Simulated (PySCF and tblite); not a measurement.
The numbers below are computed, except where a source is named.
Conformers and averaged properties: C₅H₄O₂, numbered as in [O:1]=[CH:2][c:3]1[cH:4][cH:5][o:6][cH:7]1

Level: CAM-B3LYP-D3(BJ)/pcSseg-1 (IEF-PCM, dichloromethane)//GFN2-xTB, thermal terms from GFN2-xTB, symmetry numbers and mirror pairs counted. Conformers within 4 kcal/mol (GFN2-xTB free energy) were kept, 4 at most. GIAO shieldings: CAM-B3LYP/pcSseg-1 (IEF-PCM, dichloromethane). Shifts are against TMS (¹H), TMS (¹³C) at the same level. (PySCF 2.14, tblite 0.8.)

Torsions listed: O1–C2–C3–C4.

| conformer | shape | symmetry | E(GFN2) kcal/mol | E(DFT) kcal/mol | G(298.15 K) kcal/mol | weight % | dipole D |
| --- | --- | --- | --- | --- | --- | --- | --- |
| 1 | 0° | Cs | 0.59 | 0.00 | 0.00 | 83.7 | 3.65 |
| 2 | 180° | Cs | 0.00 | 0.94 | 0.97 | 16.3 | 3.88 |

Weights (%) against temperature:

```
 T (K)     1     2  S(mix) cal/mol/K
298.15  83.7  16.3              0.88
   350  80.1  19.9              0.99
   400  77.1  22.9              1.07
   600  69.1  30.9              1.23
   800  64.6  35.4              1.29
```

Averaged shifts at 298.15 K. ¹H: 10.20 (H2, 1H), 8.35 (H7, 1H), 7.79 (H5, 1H), 7.32 (H4, 1H) ppm. ¹³C: 197.7 (C2), 164.6 (C7), 154.7 (C5), 139.6 (C3), 119.5 (C4) ppm.

Coordinates of conformer 1 (Å):

```xyz
11

O     2.530    1.018   -0.134
C     1.878    0.007   -0.174
C     0.431   -0.070   -0.049
C    -0.484    1.010    0.144
C    -1.715    0.445    0.200
O    -1.633   -0.894    0.057
C    -0.348   -1.202   -0.092
H     2.356   -0.983   -0.316
H    -0.226    2.045    0.225
H    -2.693    0.863    0.333
H    -0.091   -2.236   -0.221
```

Shifts are unscaled: against experiment ¹³C can be off by 15 ppm or more and ¹H by 0.8 ppm.


Conformer gaps in pcSseg-1 on xTB geometries can be 2 kcal/mol off for S=O, P=O and other polar bonds.